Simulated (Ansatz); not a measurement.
Reaction (substitution at a C–C bond): `C=C(F)C[SiH3]` + HBr → `C=C(F)Br` + `C[SiH3]`

Program: Ansatz. Geometries: PBE0-D4/def2-TZVP. ΔE: electronic, gas phase. CCSD(T)/CBS is the MP2 limit (def2-TZVPP, def2-QZVPP) plus CCSD(T) − MP2 in def2-TZVPP, frozen cores. This one scheme is used for every species. DFT in def2-TZVPP. For Br outer-core shells are correlated without core-valence functions, which leaves a few kJ/mol of doubt a bond. Scalar relativity is left out up to krypton. One conformer a species, not always the lowest.

Question: Is it downhill or uphill in electronic energy at CCSD(T)/CBS, and by how much? (An estimate is asked.)

Answer: The calculation gave: Uphill: ΔE = +8.9 kcal/mol.

Question: What do these levels give: PBE-D4, PBE, MP2/def2-TZVPP, SCS-MP2/def2-TZVPP, MP2/def2-QZVPP, MP2/CBS(def2)? (Estimate.)

Answer: Ansatz gave: PBE-D4 6.7, PBE 6.0, MP2/def2-TZVPP 8.1, SCS-MP2/def2-TZVPP 8.0, MP2/def2-QZVPP 8.2, MP2/CBS(def2) 8.3 kcal/mol.

Largest T1 diagnostic among the species: 0.012.

The D4 term adds +1.0 kcal/mol with B3LYP and +0.6 kcal/mol with PBE0; it sums over pairs of atoms, weighted by their polarisabilities, and B3LYP, whose exchange is more repulsive, gets the larger term. From PBE to PBE0 (25 % exact exchange), in def2-TZVPP and without D4, ΔE moves by +1.6 kcal/mol.

B3LYP here is the variant with VWN-RPA as its local correlation; programs differ in this.
